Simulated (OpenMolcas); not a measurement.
# Pb I: thermal populations, worked from levels

* Program: OpenMolcas 26.06
* Basis: ANO-RCC-VDZP [7s6p4d2f1g]
* Scalar Hamiltonian: DKH2, point nucleus
* Active space: 4 electrons in 4 orbitals (6s 6p)
* State averaging: 2S+1 = 3 even, 3 roots; 2S+1 = 1 even, 6 roots; 2S+1 = 5 odd, 1 root; 2S+1 = 3 odd, 5 roots (0 in the spin-orbit step)
* Spin-orbit coupling: state interaction with AMFI integrals over the reference wave functions, term energies averaged over their components

Methods: CASSCF; SS-CASPT2, IPEA 0.25 Eh, imaginary shift 0.1 Eh (closed shells correlated: 5d). Measured levels: NIST Handbook of Basic Atomic Spectroscopic Data.

**Thermal populations.** Z = Σ (2J + 1) exp(-E/kT) with k = 0.695035 cm-1/K, over the levels below. No other level of either list lies under 34900 cm-1, which is above 7 kT at each temperature.

```json
{"Level": "6s2 6p2 3P0", "2J + 1": "1", "SS-CASPT2": "0.0", "measured": "0.0"}
{"Level": "6s2 6p2 3P1", "2J + 1": "3", "SS-CASPT2": "6500", "measured": "7819"}
{"Level": "6s2 6p2 3P2 [67 %]", "2J + 1": "5", "SS-CASPT2": "9860", "measured": "10650"}
{"Level": "6s2 6p2 1D2 [67 %]", "2J + 1": "5", "SS-CASPT2": "19550", "measured": "21458"}
{"Level": "6s2 6p2 1S0", "2J + 1": "1", "SS-CASPT2": "29520", "measured": "29467"}
```

| T (K) | Z, SS-CASPT2 | Z, measured levels | Ground level (%), SS-CASPT2 | Ground level (%), measured levels |
| --- | --- | --- | --- | --- |
| 3000 | 1.177 | 1.101 | 84.9 | 90.8 |
| 5000 | 1.773 | 1.560 | 56.4 | 64.1 |

At 5000 K, kT = 3475 cm-1, and the computed levels give Z = 1.000 + 0.462 + 0.293 + 0.018 + 0.000 = 1.773.

Term energies are means over components that CASPT2 splits; among the terms shown or strongly mixed into the levels shown the widest spread is 230 cm-1 (6s2 6p2 1D, SS-CASPT2). Some high roots are left out of the spin-orbit mixing, which shifts the levels that they would mix with. Spin-orbit splittings of 6p shells tend to come out small when the coupling is added on scalar orbitals. Some terms miss by over 15 % even with CASPT2, which points to a basis or an active space too small for the shells correlated (holds for SS-CASPT2). Measured partners are found by configuration, term and J. A level has none where our copy of the source lacks it or the pairing is in doubt (some pairs that miss far off the trend of their configuration count as doubtful), and it then counts in no deviation. Where the source uses jj or jK labels, the order within each J decides. Only configurations of the active space appear.

A share in square brackets marks a mixed level and gives the weight of the term that names it, the lowest over the columns.
